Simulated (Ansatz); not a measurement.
Basis sets compared for MnO3Br (MnBrO₃). Charge 0, multiplicity 1. Geometry PBE0-D4/def2-SVP. Ansatz on 4 threads of Arm Neoverse V1 on a shared host; times are rough, and most runs start from earlier orbitals.

Cartesian coordinates in Å:
```
Mn 0.1058 0.0629 -0.1302
O -0.4780 -0.4191 -1.4642
O 0.0926 1.5932 -0.0293
O 1.5100 -0.5057 0.1089
Br -1.2305 -0.7312 1.5148
```

The 6-31G sets use Cartesian d functions. B3LYP takes the VWN-RPA correlation. The restricted singlet is unstable towards broken spin symmetry in Hartree–Fock (as tested in another run); at PBE-D4/def2-SVP, PBE-D4/def2-TZVP, PBE-D4/def2-TZVPD, r2SCAN-D4/def2-TZVP and others this wasn't settled.

Binding counts from free atoms (Mn sextet, O triplet, Br doublet) in the same basis, without a counterpoise term.

```csv
level,functions,energy (Eh),HOMO (eV),LUMO (eV),binding per atom (eV),wall time
PBE-D4/def2-SVP,105,-3949.4152,-7.87,-5.86,3.83,1.1 s
PBE-D4/def2-TZVP,186,-3950.1630,-7.99,-5.90,3.76,1.9 s
r2SCAN-D4/def2-TZVP,186,-3950.8200,-8.34,-6.09,3.29,4.5 s
B3LYP-D4/6-31G,85,-3950.2993,-9.04,-5.65,2.62,1.8 s
B3LYP-D4/def2-TZVP,186,-3950.9496,-9.02,-5.50,2.79,3.4 s
PBE0-D4/def2-SVP,105,-3949.3610,-9.21,-5.38,2.62,1.7 s
PBE0-D4/def2-TZVP,186,-3950.1133,-9.26,-5.29,2.63,3.6 s
```

Problem. Estimate the rows for PBE-D4/def2-TZVPD, r2SCAN-D4/def2-TZVPD, PBE0-D4/def2-TZVPD.

Solution. 
| level | functions | energy (Eh) | HOMO (eV) | LUMO (eV) | binding per atom (eV) | wall time |
| --- | --- | --- | --- | --- | --- | --- |
| PBE-D4/def2-TZVPD | 225 | -3950.1661 | -8.02 | -5.93 | 3.75 | 2.9 s |
| r2SCAN-D4/def2-TZVPD | 225 | -3950.8228 | -8.35 | -6.10 | 3.29 | 6.5 s |
| PBE0-D4/def2-TZVPD | 225 | -3950.1162 | -9.27 | -5.30 | 2.64 | 5.5 s |
